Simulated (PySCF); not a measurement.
C$_{9}$H$_{10}$SSi, SMILES `Cc1cc([SiH3])cc2sccc12`, neutral singlet in the gas phase. 

Cartesian coordinates (Å):
SMILES: Cc1cc([SiH3])cc2sccc12
```xyz
21

C     -1.6079    -2.0421     0.0876
C     -0.6449    -0.8857     0.1198
C      0.7281    -1.0705    -0.0075
C      1.6563     0.0021     0.0197
Si     3.4966    -0.3310    -0.1611
C      1.1819     1.3067     0.1814
C     -0.1973     1.5136     0.3113
S     -1.0123     3.0503     0.5223
C     -2.5640     2.2563     0.5712
C     -2.4795     0.9016     0.4359
C     -1.1232     0.4395     0.2835
H     -2.1919    -2.1033     1.0213
H     -2.3329    -1.9367    -0.7369
H     -1.0811    -2.9977    -0.0451
H      1.0984    -2.0928    -0.1336
H      3.9839    -1.2441     0.9159
H      4.2379     0.9608    -0.0781
H      3.7980    -0.9823    -1.4711
H      1.8694     2.1555     0.2072
H     -3.4655     2.8540     0.7001
H     -3.3499     0.2456     0.4434
```
Charge 0, spin multiplicity 1.

All levels are single points at this geometry (B3LYP-D3(BJ)/def2-SVP); Pople sets use spherical d functions. Orbital energies aren't observables, and empty levels follow the basis.

```csv
level,HOMO (eV),LUMO (eV),gap (eV),dipole (D),"vertical IE, Delta-SCF (eV)"
B3LYP-D3(BJ)/def2-TZVP in PySCF,-6.15,-1.31,4.84,1.77,7.86
M06-2X/def2-TZVP in PySCF,-7.34,-0.41,6.92,1.65,8.15
B3LYP/LANL2DZ in PySCF,-6.07,-1.07,5.01,1.69,–
BP86/6-31G* in PySCF,-5.30,-1.71,3.59,1.83,–
M06-2X/6-31G* in PySCF,-7.16,-0.11,7.05,1.69,–
SVWN5/6-31G* in PySCF,-5.35,-1.79,3.56,1.84,7.74
HF/3-21G in PySCF,-8.16,2.46,10.62,1.99,–
HF/6-31G* in PySCF,-7.98,2.51,10.49,1.86,–
HF/STO-3G in PySCF,-5.88,6.18,12.06,0.40,–
```
